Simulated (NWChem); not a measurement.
**Ionisation of phosphoric acid (H$_{3}$O$_{4}$P)**

SMILES: O=P(O)(O)O
```xyz
8

O      0.4871     0.0867     1.4956
P      0.0953    -0.0025    -0.0820
O      1.2280    -0.0322    -1.0566
O     -0.9113    -1.2820    -0.0880
O     -0.9577     1.2315    -0.2187
H      1.2783     0.6506     1.6007
H     -0.3992    -2.0952    -0.2653
H     -1.0786     1.4500    -1.1635
```
Charge 0, spin multiplicity 1.

Everything below was run with NWChem. The geometry was optimised at PBE/def2-SVP, a minimum by its harmonic frequencies. It is one conformer; others weren't searched.

Basis set: def2-TZVP. The species with one electron less has spin multiplicity 2 and keeps the geometry of the parent. Δ marks differences of total energies (open shells unrestricted). −ε marks an orbital energy of the parent. That orbital need not have the symmetry of the hole or added electron in the Δ rows.

The stability of the SCF solutions was not checked.

### Question
For the first vertical ionisation energy, −ε(HOMO) of PBE gives 7.21 eV and −ε(HOMO) of HF gives 13.09 eV. What do G0W0@PBE0, G0W0@PBE, ΔPBE give?

### Answer
G0W0@PBE0: 11.16 eV; G0W0@PBE: 10.65 eV; ΔPBE: 10.98 eV.
